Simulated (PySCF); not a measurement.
# Radial density of In⁺ (indium, charge +1)

M06-2X, [Kr] 4d9 5s2 5p1, one real determinant (an excited configuration). Calculation: PySCF 2.14, in x2c-QZVPPall with one added diffuse shell each of s, p, d, f type (14s10p8d5f1g, 128 functions); the spin-free X2C one-electron Hamiltonian (Gaussian nucleus).

| r (bohr) | 4πr²ρ (e/bohr) | 4πr²(ρα − ρβ) |
| --- | --- | --- |
| 0.0230 | 62.81 | 0.0028 |
| 0.0386 | 54.20 | 0.0097 |
| 0.0649 | 68.65 | 0.0312 |
| 0.109 | 76.48 | 0.1058 |
| 0.184 | 54.97 | 0.2849 |
| 0.309 | 62.48 | 0.1315 |
| 0.520 | 21.28 | 0.2308 |
| 0.874 | 21.19 | 1.0632 |
| 1.47 | 6.977 | 0.6230 |
| 2.47 | 1.755 | 0.4952 |
| 4.16 | 0.2635 | 0.1237 |
| 7.00 | 0.004585 | 0.0035 |

Densities and radii are taken from the X2C orbitals without a picture-change correction, which distorts them close to the nucleus.

⟨L²⟩ = 8.02 against 12 for a pure F term, so this real determinant mixes terms.
